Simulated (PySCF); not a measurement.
# How the method changes the constants of DyH

State: sextet, about 9.7 electrons in the 4f shell (Mulliken), real f orbitals that mix terms. Set-up: basis Dy x2c-TZVPall, H x2c-TZVPall; spin-free X2C with a Gaussian nucleus; PySCF 2.14. De refers to Dy (4f10 6s2) + H in their high-spin ground configurations, without counterpoise correction. The functionals are run spin-unrestricted. A positive dipole means Dy(−)H(+). Levels whose curve was spin-contaminated or gave no clean fit are not listed.

```json
{"Level": "r²SCAN", "Re (Å)": "1.993", "ωe (cm⁻¹)": "1332", "De (eV)": "2.33", "μ (D)": "-2.20"}
{"Level": "M06-L", "Re (Å)": "1.999", "ωe (cm⁻¹)": "1330", "De (eV)": "2.19", "μ (D)": "-2.08"}
{"Level": "PBE0", "Re (Å)": "1.991", "ωe (cm⁻¹)": "1278", "De (eV)": "1.93", "μ (D)": "-2.36"}
{"Level": "ωB97X", "Re (Å)": "1.998", "ωe (cm⁻¹)": "1335", "De (eV)": "1.90", "μ (D)": "-2.50"}
```

These are scalar-relativistic numbers at best; spin–orbit coupling would shift them, the dissociation energy most. With d or f electrons several states lie close, and the lowest PBE0 determinant need not be the measured ground state.

The whole job (state search and all levels along the bond) took about 26 min on 4 threads of Intel Xeon Platinum 8259CL @ 2.50GHz (shared host), peak memory 4.5 GiB.
